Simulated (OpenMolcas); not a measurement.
## Multiconfigurational calculation on Cl6+

Input:

```
&GATEWAY
Coord
1

Cl 0.0 0.0 0.0
Basis=ANO-RCC-VDZP
Group=XYZ
NoMove
AngMom=0.0 0.0 0.0
AMFI
&SEWARD
Relativistic=R03O02
&RASSCF
FileOrb=start.orb
Symmetry=1
Spin=2
nActEl=1 0 0
Inactive=2 3
Ras2=1 3
CIRoot=1 1 1
SDav=1
CIMx=300
Iter=120 100
PrWF=0.3
OrbListing=Nothing
MaxOrb=0
Atom
>>> COPY $Project.JobIph JOBPRE
&RASSCF
FileOrb=start.orb
Symmetry=1
Spin=2
nActEl=1 0 1
Inactive=2 3
Ras2=1 3
Ras3=5 0
CIRoot=1 1 1
SDav=6
CIMx=300
Iter=120 100
PrWF=0.3
OrbListing=Nothing
MaxOrb=0
Thrs=2.0e-7 1.0e-1 5.0e-4
Atom
>>> COPY $Project.JobIph JOB001
&RASSCF
FileOrb=start.orb
Symmetry=2
Spin=2
nActEl=1 0 1
Inactive=2 3
Ras2=1 3
Ras3=5 0
CIRoot=3 3 1
SDav=3
CIMx=300
Iter=120 100
PrWF=0.3
OrbListing=Nothing
MaxOrb=0
Thrs=2.0e-7 1.0e-1 5.0e-4
Atom
>>> COPY $Project.JobIph JOB002
&RASSI
NrOfJobIphs=2 1 3
1
1 2 3
IphNames
JOB001
JOB002
EJob
SpinOrbit
DIPRint=1.0
SOCoupling=1000.0
Subsets=2
MEES
Property=10
'ANGMOM' 1 'ANGMOM' 2 'ANGMOM' 3 'MLTPL  1' 1 'MLTPL  1' 2 'MLTPL  1' 3
'AMFI' 1 'AMFI' 2 'AMFI' 3 'MLTPL  2' 6
SOProperty=3
'ANGMOM' 1 'ANGMOM' 2 'ANGMOM' 3
```

Launched by
```bash
OMP_NUM_THREADS=1 MOLCAS_MEM=2252 MOLCAS_PROJECT=a pymolcas a.inp > a.log  # once for each step of the input, in one work folder
```

A driver script runs the steps one by one and writes start.orb anew before each from the orbitals found so far.

Output, cut to the results:

```
--- SEWARD ---
Basis set label: CL.ANO-RCC...4S3P1D.

      Electronic valence basis set:
      ------------------
      Associated Effective Charge  17.000000 au
      Associated Actual Charge     17.000000 au
      Nuclear Model: Point charge

      Shell  nPrim  nBasis  Cartesian Spherical Contaminant
         s      17       4        X
         p      12       3        X
         d       5       1                 X
Relativistic=R03O02
                  Relativistic Douglas-Kroll-Hess integrals:
                    - DKH order of Hamiltonian: 3
                    - DKH order of Properties : 2
--- RASSCF ---
Wave function specifications:
      -----------------------------

      Number of closed shell electrons          10
      Number of electrons in active shells       1
      Max number of holes in RAS1 space          0
      Max nr of electrons in RAS3 space          1
      Number of inactive orbitals                5
      Number of active orbitals                  9
      Number of secondary orbitals               4
      Spin quantum number                      0.5
      State symmetry                             1
Orbital specifications:
      -----------------------

      Symmetry species                           1   2
                                                ag  au
      Frozen orbitals                            0   0
      Inactive orbitals                          2   3
      Active orbitals                            6   3
      RAS1 orbitals                              0   0
      RAS2 orbitals                              1   3
      RAS3 orbitals                              5   0
      Secondary orbitals                         1   3
      Deleted orbitals                           0   0
      Number of basis functions                  9   9
      Number of CSFs                             6
      Number of root(s) required                 1
      Iter CI   SX   CI       RASSCF       Energy    max ROT     max BLB   max BLB  Level Ln srch  Step   QN
          iter iter root      energy       change     param      element    value   shift minimum  type update
 Nr of preliminary CI iterations:   1
 ###############################################################################
 ###############################################################################
 ###                                                                         ###
 ###                                                                         ###
 ###    WARNING: Problems in orbital optimization.                           ###
 ###                                                                         ###
 ###                                                                         ###
 ###############################################################################
 ###############################################################################
  Warning: In symmetry  1, orbital p=   4 has diagonal density matrix element D(p,p) close to zero. D(p,p)=  4.410164E-28
  Warning: In symmetry  1, orbital p=   5 has diagonal density matrix element D(p,p) close to zero. D(p,p)=  4.308183E-29
        ...
  Warning: In symmetry  2, orbital p=   4 has diagonal density matrix element D(p,p) close to zero. D(p,p)=  0.000000E+00
  Warning: In symmetry  2, orbital p=   5 has diagonal density matrix element D(p,p) close to zero. D(p,p)=  0.000000E+00
  Warning: In symmetry  2, orbital p=   6 has diagonal density matrix element D(p,p) close to zero. D(p,p)=  0.000000E+00
        4   1    1    1  -450.31575950    3.98E-13   0.00E+00    2   3 1 -2.44E-09   0.50   0.00    SX    NO
      Convergence after  4 iterations
        5   1    1    1  -450.31575950   -6.25E-13   0.00E+00    2   3 1 -2.44E-09   0.50   0.00    SX    NO
      Natural orbitals and occupation numbers for root  1
      sym 1:   1.000000   0.000000   0.000000   0.000000   0.000000   0.000000
      sym 2:   0.000000   0.000000   0.000000
::    RASSCF root number  1 Total energy:   -450.31575950
--- RASSCF ---
Wave function specifications:
      -----------------------------

      Number of closed shell electrons          10
      Number of electrons in active shells       1
      Max number of holes in RAS1 space          0
      Max nr of electrons in RAS3 space          1
      Number of inactive orbitals                5
      Number of active orbitals                  9
      Number of secondary orbitals               4
...
--- RASSI ---
SPIN-FREE ENERGIES:
  (Shifted by EMIN (a.u.) =       -450.3157595024)

 SF State       Relative EMIN(au)   Rel lowest level(eV)    D:o, cm**(-1)      L_eff

     1             0.0000000000        0.0000000000              0.0000         0.0
     2             0.6075293302       16.5317152600         133337.2758         1.0
     3             0.6075293302       16.5317152600         133337.2758         1.0
     4             0.6075293302       16.5317152600         133337.2758         1.0
     Dipole printing threshold changed to   1.00000000E+00

++ Dipole transition strengths (spin-free states):
   -----------------------------------------------
     for osc. strength at least  1.00000000E+00

  ( Max oscillator strength is only   0.25540751637273174      )
--
Eigenvalues of complex Hamiltonian:
   -----------------------------------
  (Shifted by EMIN (a.u.) =       -450.3157595024)

 SO State       Relative EMIN(au)   Rel lowest level(eV)    D:o, cm**(-1)     J-value

     1             0.0000000000        0.0000000000              0.0000         0.4
     2             0.0000000000        0.0000000000              0.0000         0.4
     3             0.6038397136       16.4313156767         132527.4985         0.4
     4             0.6038397136       16.4313156767         132527.4985         0.4
     5             0.6093741385       16.5819150517         133742.1644         1.0
     6             0.6093741385       16.5819150517         133742.1644         1.0
     7             0.6093741385       16.5819150517         133742.1644         1.3
     8             0.6093741385       16.5819150517         133742.1644         1.3
Weights of the five most important spin-orbit-free states for each spin-orbit state.

 SO State  Total energy (au)           Spin-free states, spin, and weights
 -------------------------------------------------------------------------------------------------------
...
```

The J values that RASSI prints are effective ones from its own formula and need not be integers or half-integers; the table below assigns J from the states.

Levels above the lowest, from the spin-orbit matrix, grouped by J:

| Configuration | Term | J | E (cm⁻¹) | Measured (cm⁻¹) | Term weight % |
| --- | --- | --- | --- | --- | --- |
| 3s | ²S | 1/2 | 0.0 | 0.0 | 100 |
| 3p | ²P° | 1/2 | 132527 | 123001 | 100 |
| 3p | ²P° | 3/2 | 133742 | 124891 | 100 |

Against the 2 measured excited levels shown (Moore, Atomic Energy Levels, vol. I, NSRDS-NBS 35 (1971 reprint of NBS Circular 467, 1949)) the mean absolute deviation is 9200 cm-1; the largest miss in energy is 3p ²P°_1/2: computed 132527, measured 123001 cm⁻¹ (+7.7 %).

With one active electron outside closed inactive shells, the extra shells (3d) add no correlation to the reference. With one active electron the reference holds no correlation, so core polarisation is missing. The basis is small and was not contracted for so high a charge. Measured partners are found by configuration, term and J. A level has none where our copy of the source lacks it or the pairing is in doubt (some pairs that miss far off the trend of their configuration count as doubtful), and it then counts in no deviation. Only configurations of the active space appear. The first state left out of the spin-orbit step lies near 330000 cm-1 above the lowest spin-free state of the reference (among the parities and spins computed), and the list stops at four fifths of that energy or lower.

The RASSCF and RASSI steps took 6.5 s on 1 thread of Arm Neoverse V2, with other jobs on the host; the integral step is not counted.

The term weight is that of the spin-free term in the level, not the purity of its configuration. ° marks odd parity.
